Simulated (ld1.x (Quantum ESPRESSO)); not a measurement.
# An all-electron radial function and its pseudo partner (caesium (Cs))

Columns: radius, all-electron u(r) and pseudo u(r) of the 5p shell (level -13.66 eV) of caesium in the configuration [Kr] 4d10 5s2 5p6 5d0 6s1 6p0; PBE, non-relativistic, TM scheme, ld1.x (Quantum ESPRESSO) 7.5.

```tsv
r (bohr)	all-electron	pseudo
0.195	-0.2409	-0.0129
0.390	0.1136	-0.0526
0.585	0.3940	-0.1217
0.780	0.2136	-0.2232
0.975	-0.1250	-0.3559
1.170	-0.4275	-0.5069
1.365	-0.6351	-0.6488
1.560	-0.7500	-0.7492
1.755	-0.7913	-0.7908
1.950	-0.7809	-0.7809
2.145	-0.7376	-0.7376
2.340	-0.6759	-0.6759
2.535	-0.6061	-0.6061
2.730	-0.5349	-0.5349
2.925	-0.4665	-0.4665
3.120	-0.4031	-0.4031
3.315	-0.3460	-0.3460
3.510	-0.2953	-0.2953
3.705	-0.2510	-0.2510
3.900	-0.2126	-0.2126
4.095	-0.1795	-0.1795
4.290	-0.1513	-0.1513
4.485	-0.1272	-0.1272
4.680	-0.1069	-0.1069
4.875	-0.0897	-0.0897
5.070	-0.0753	-0.0753
```

Problem. How many radial nodes do the two functions have?

Solution. The all-electron 5p function has n − l − 1 = 3 (the table is too coarse to show those close to the nucleus); the pseudo-wave has 0, since the states of the same l below it are removed with the core.

Problem. At about which radius was the pseudo-wave matched?

Solution. 2.05 bohr, where the columns begin to agree (steps of 0.20 bohr).

Problem. Where does each function peak?

Solution. Outermost all-electron maximum near 1.75 bohr, pseudo maximum near 1.75 bohr (to the table’s step).

Problem. Is the pseudo-wave norm-conserving?

Solution. Yes: the TM scheme keeps the norm inside the radius equal to the all-electron one, which fixes the energy derivative of the logarithmic derivative at the level.
